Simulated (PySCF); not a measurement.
CH3Be, SMILES [Be+][CH3], charge +1. Heavy atoms are numbered as in [Be+:1][CH3:2]. Hydrogens are named by the atom that carries them.

Geometry: B3LYP-D3(BJ)/def2-TZVPD. The multiplicity is an assumed one; other spin states were not compared. The isomer is the one that the SMILES or the coordinates give; other isomers of the formula were not compared.

Computed with PBE/pcSseg-2 (PySCF).

GIAO shieldings, no solvent; atoms alike by connectivity are averaged. δ = σ(ref) − σ: ¹³C against TMS (σ = 181.4 ppm); ¹H against TMS (σ = 31.47 ppm), references at their B3LYP-D3(BJ)/def2-TZVP geometries, non-relativistic.

Computed chemical shifts:
```csv
nucleus,atoms,count,δ (ppm)
¹³C,C2 (CH3),1,-5.7
¹H,H on C2,3,2.11
```
